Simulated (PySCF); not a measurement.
# Reading the logs of faulty runs: CGeH5NO

Calculated results; nothing here was measured. The program is PySCF 2.14.0, an open-source quantum chemistry code, run on an isolated molecule that a program drew, which may never have been made. The molecule is CGeH5NO (charge 0, singlet), drawn as the SMILES string `[CH3][Ge](=[NH])[OH]`.

Each row is a Hartree-Fock (HF) and frozen-core CCSD(T) single point in the cc-pVDZ basis, meant for a local HF minimum. Run 1 is clean. Each other run has one planted mistake out of seven kinds, and not every kind appears here: one electron removed, one electron added, multiplicity raised by two, geometry at a saddle point, minimal basis STO-3G, one bond length entered in bohr, all coordinates scaled. The reference is restricted for singlets and unrestricted otherwise, and also for a bond in bohr. Adding or removing an electron swaps singlet and doublet. Electrons count all cores. HOMO and LUMO are orbital energies over both spins, the gradient is its largest component, and the lowest frequency (negative if imaginary) is given only where the gradient is small. Bond lengths are over the 8 bonds as drawn. T1 is the CCSD diagnostic: over 0.02 (restricted) or 0.045 (unrestricted) a single reference is doubtful. Germanium has the cc-pVDZ-PP basis, with a core potential (ECP10MDF) in place of its 10 inner electrons, and its 3s, 3p and 3d shells are frozen in CCSD(T).

Geometry of the clean run:
```xyz
9
CGeH5NO, angstrom
C     0.3030    0.6977    1.1873
Ge   -0.8814   -0.2083   -0.0423
N    -2.3849   -0.9558   -0.0115
O    -0.0424   -0.1749   -1.5840
H    -0.1198    0.7199    2.1905
H     0.4664    1.7161    0.8325
H     1.2616    0.1775    1.2008
H    -2.8108   -0.9394    0.9046
H    -0.5301   -0.5949   -2.2806
```

| run | electrons | basis functions | <S^2> | HOMO (eV) | LUMO (eV) | gradient (hartree/bohr) | lowest frequency (cm^-1) | mean bond (Å) | longest bond (Å) | T1 | HF (hartree) | CCSD(T) (hartree) | mistake |
|---|---|---|---|---|---|---|---|---|---|---|---|---|---|
| 1 | 58 | 90 | 0.000 | -9.56 | 3.11 | 3.0e-05 | 76 | 1.3246 | 1.933 | 0.0174 | -463.44855 | -464.09775 | no fault |
| 2 | 58 | 90 | 1.154 | -8.22 | 1.81 | 3.4e-02 | - | 1.5114 | 3.174 | 0.0329 | -463.37166 | -463.97571 | one bond length entered in bohr |
| 3 | 57 | 90 | 0.757 | -17.88 | -6.30 | 1.2e-01 | - | 1.3246 | 1.933 | 0.0210 | -463.17910 | -463.77633 | ? |
| 4 | 59 | 90 | 0.769 | 1.76 | 8.48 | 6.5e-02 | - | 1.3246 | 1.933 | 0.0147 | -463.35884 | -464.01030 | ? |

**Which mistake was planted in run 3, and what did it cost?**

It counts 57 electrons, one fewer than the clean run, at the same geometry and basis. So the mistake is: one electron removed. Subtracting run 1 and multiplying by 627.51 kcal/mol a hartree, the energy moved by 169.1 kcal/mol in HF and 201.7 kcal/mol in CCSD(T).

**Which mistake was planted in run 4, and what did it cost?**

It counts 59 electrons, one more than the clean run, at the same geometry and basis. So the mistake is: one electron added. Subtracting run 1 and multiplying by 627.51 kcal/mol a hartree, the energy moved by 56.3 kcal/mol in HF and 54.9 kcal/mol in CCSD(T).

Cautions from the logs. Run 4: the HOMO is above zero, so the electron isn't bound and the energy depends on the basis.
